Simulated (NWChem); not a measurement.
## CH7AlO2 in NWChem

```
O
H 1 0.9673
C 1 1.4404 2 112.22
H 3 1.0961 1 105.62 2 160.46
H 3 1.1003 4 108.97 1 118.48
H 3 1.1005 4 111.39 5 122.07
Al 1 2.0037 2 115.99 3 153.33
O 7 1.7439 1 95.08 2 -138.91
H 8 0.9611 7 122.29 1 -130.09
H 7 1.5972 8 116.32 9 -19.94
H 7 1.5984 10 119.29 8 -150.54
```
Charge 0, spin multiplicity 1.

Everything below was run with NWChem. All single points use one geometry, from B3LYP/def2-SVP, a minimum by its harmonic frequencies. It is one conformer; others weren't searched.

The structure started from a generated list of species. No SCF solution was tested for a lower state.

Worked example. At BP86/def2-TZVP the molecule has a total energy of -435.35643 Ha and the free atoms (multiplicities Al 2, H 2, O 3, C 3) C -37.84645, H -0.50002, O -75.08606, Al -242.38416 Ha. The electronic atomisation energy is the atoms' sum less the molecule's energy.

1·(-242.38416) + 7·(-0.50002) + 2·(-75.08606) + 1·(-37.84645) = -433.90287 Ha for the atoms; less the molecule's energy this leaves 1.45356 Ha, or 912.1 kcal/mol (3816 kJ/mol), without zero-point, thermal or spin-orbit terms.
